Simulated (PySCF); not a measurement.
# C₆ coefficients of unlike pairs at PBE

Calculated with PySCF 2.14 from the dipole response of each species, C₆(A,B) = (3/π) ∫ α_A(iu) α_B(iu) du, in atomic units, from isotropic polarisabilities. For ions this is the dispersion term alone; charge-induced terms of lower order in 1/R come first.

| species | configuration | basis | relativity | α (bohr³) | C₆ (like pair) |
| --- | --- | --- | --- | --- | --- |
| Sc²⁺ | [Ar] 3d1 (2D) | aug-cc-pVTZ (8s7p5d3f2g) | none | 5.107 | 14.75 |
| Sr²⁺ | [Kr] (1S) | aug-cc-pwCVTZ-X2C (10s9p7d3f) | spin-free X2C | 5.944 | 29.03 |
| Pb³⁺ | [Xe] 4f14 5d10 6s1 (2S) | aug-cc-pVQZ-PP with ECP60MDF (7s7p5d3f2g) | core potential | 8.493 | 45.54 |
| Te | [Kr] 4d10 5s2 5p4 (3P) | def2-TZVPPD with the def2 core potential (28 electrons) (7s6p4d2f) | core potential | 41.42 | 458.0 |

Question: Estimate C₆ for Sr²⁺ with Sc²⁺.

Answer: The integral gives 20.59. The combination rule 2 C_A C_B / (C_A α_B/α_A + C_B α_A/α_B) gives 20.34 and the geometric mean 20.69.

No spin-orbit coupling is included.

The other pairs:

```
      pair     C₆
  Te, Pb³⁺  132.7
Pb³⁺, Sc²⁺  25.90
Pb³⁺, Sr²⁺  36.17
  Te, Sr²⁺  103.1
  Te, Sc²⁺  75.94
```
